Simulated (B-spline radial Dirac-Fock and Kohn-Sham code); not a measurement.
K-line shifts caused by a second vacancy in Cd³⁺

System: cadmium as Cd³⁺, [Kr] 4d9.

Input file task.json (cfg lists n, l and occupation; rrms is the nuclear radius in fm):

```json
{"items": [{
  "Z": 48,
  "q": 3,
  "cfg": [[1, 0, 2], [2, 0, 2], [2, 1, 6], [3, 0, 2], [3, 1, 6], [3, 2, 10], [4, 0, 2], [4, 1, 6], [4, 2, 9]],
  "A": 114,
  "rrms": 4.6087,
  "do": ["binding", "quiet", "double"]
}]}
```

Run with: `python xray_run.py task.json out`

Calculated with a radial finite-basis atomic code, using relaxed Dirac-Fock hole states (ΔSCF) with Breit and QED corrections and a finite nucleus. Each two-hole energy is an average over J within one jj subconfiguration, not an observable level; in light atoms, where LS coupling holds, the j-resolved values are not observed lines, and for a K spectator the Kα1 hypersatellite is nearly forbidden. Correlation and solid-state effects are left out.

Lines without a spectator: Kα2 (K-L2) 22982.2 eV, Kα1 (K-L3) 23172.0 eV, Kβ3 (K-M2) 26056.5 eV, Kβ1 (K-M3) 26091.3 eV. Shifts in eV with one spectator hole (a dash: not computed, or left out as unreliable):

| spectator hole | Kα2 | Kα1 | Kβ3 | Kβ1 |
| --- | --- | --- | --- | --- |
| L2 (2p1/2) | +59.9 | +75.3 | – | +160.1 |
| L3 (2p3/2) | +59.3 | +59.3 | +142.8 | – |
| M2 (3p1/2) | – | +8.50 | +19.09 | +23.23 |
| M3 (3p3/2) | +6.39 | – | +19.89 | +19.31 |
| M4 (3d3/2) | +1.10 | -1.41 | – | – |

Task: Where does the K-L3 hypersatellite lie, emitted when both K electrons are missing?

Result: +564.4 eV from the normal line, at 23736.4 eV. Removing both K electrons costs 54276.7 eV, which is 762.7 eV more than twice the K binding energy.

With n spectator holes in 2p, averaged over the 2p shell (energies in eV):

```
n     KαLⁿ   step  hypersatellite KαʰLⁿ
0  23108.7      –               23667.8
1  23172.3  +63.6               23732.8
2  23237.2  +64.9               23799.1
3  23303.3  +66.1               23866.7
4  23370.7  +67.4               23935.5
5  23439.3  +68.6               24005.6
```

Run: 57 s of CPU time on 1 thread of Neoverse-N1 (shared host), peak memory 0.42 GiB.
